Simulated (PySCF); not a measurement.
# From a computed spectrum to the compound

A species of 9 atoms with charge 2 has these harmonic modes (PBE0, small Gaussian bases with core potentials, PySCF 2.14.0):

```
cm⁻¹  km/mol  symmetry
  88     0.1         a
  97     0.9         b
 156     0.3         a
 219     0.0         a
 269     7.0         b
 382     2.0         b
 462     0.2         a
 545    82.2         b
 575    15.9         a
1152    49.8         b
1156     5.0         a
1285    24.2         b
1292    72.2         a
1302     1.1         a
1304   103.8         b
2918   293.1         b
2928    49.8         a
3022    72.2         b
3022     0.8         a
3064    12.8         b
3076    66.4         a
```

Problem. Which species is it, and in which structure?

Solution. [Ce(CH3)2]2+ (singlet):
```xyz
9

Ce    0.0000    0.0000   -0.2455
C     1.7251    0.1416    1.0983
H     2.4892   -0.6305    0.8406
H     2.1964    1.1457    0.9522
H     1.4571    0.0345    2.1721
C    -1.7251   -0.1416    1.0983
H    -2.4892    0.6305    0.8406
H    -2.1964   -1.1457    0.9522
H    -1.4571   -0.0345    2.1721
```
Ideal gas at 298.15 K and 1 bar: S = 341.0 J/(mol K), Cp = 98.1 J/(mol K), H − H(0 K) = 20.8 kJ/mol (rigid rotor, harmonic modes, spin degeneracy alone). 
 Other answers can fit too; this one was computed.
